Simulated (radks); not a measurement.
The numbers below are computed, except where a source is named.
Isoelectronic series with 60 electrons, all held in the configuration [Xe] 4f4 6s2, which need not be the ground one along the series. Code: a radial shooting solver on a logarithmic mesh with Libxc functionals. Model: scalar-relativistic Kohn-Sham, PBE, spin-polarised, spherical densities, point nucleus; open shells are filled with parallel spins first (spin-orbit coupling, left out, can overturn this in heavy ions). Total energies (hartree) and mean radii <r> (bohr) (* marks an orbital that is empty in some or all of the ions):

| ion | E (hartree) | 4f down* | 4f up | 6s down | 6s up |
|---|---|---|---|---|---|
| Nd | -9624.0762 | 1.270 | 1.102 | 4.511 | 4.398 |
| Pm+ | -10020.3529 | 0.9707 | 0.9382 | 3.719 | 3.666 |
| Sm2+ | -10426.0774 | 0.8648 | 0.8463 | 3.248 | 3.215 |
| Eu3+ | -10841.2716 | 0.7933 | 0.7805 | 2.921 | 2.897 |
| Gd4+ | -11265.9768 | 0.7387 | 0.7291 | 2.673 | 2.655 |
| Dy6+ | -12144.1330 | 0.6576 | 0.6512 | 2.311 | 2.300 |
| Ho7+ | -12597.7067 | 0.6257 | 0.6203 | 2.173 | 2.163 |
| Er8+ | -13061.0342 | 0.5978 | 0.5931 | 2.054 | 2.045 |
| Tm9+ | -13534.1887 | 0.5730 | 0.5689 | 1.949 | 1.942 |
| Yb10+ | -14017.2474 | 0.5507 | 0.5471 | 1.857 | 1.850 |
| Lu11+ | -14510.2916 | 0.5305 | 0.5272 | 1.774 | 1.768 |

Estimate the row of Tb5+.

Answer. E (hartree) -11700.2444; 4f down* 0.6946; 4f up 0.6869; 6s down 2.475; 6s up 2.460.
